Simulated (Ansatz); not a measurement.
Ansatz results at the PBE0-D4/def2-TZVP geometry: HOMO–LUMO gap (PBE/def2-TZVPP) 4.09 eV; HOMO energy (PBE0/def2-TZVPP) -6.31 eV; size of the dipole moment (B3LYP/def2-TZVPP) 1.37 D.

Each molecule was computed in one conformer, which needn't be the lowest.

Which molecule gave them?
A. `[OH][Cd][Br]`
B. `C[CH](C)[Cd][NH2]`
C. `[F][Cd][SH]`
D. `C[CH2][Cd][CH3]`

B. The others give `[OH][Cd][Br]`: 3.94, -8.16, 1.58; `[F][Cd][SH]`: 3.75, -7.66, 1.90; `C[CH2][Cd][CH3]`: 4.63, -6.48, 0.16.

B3LYP here is the variant with VWN-RPA as its local correlation; programs differ in this.
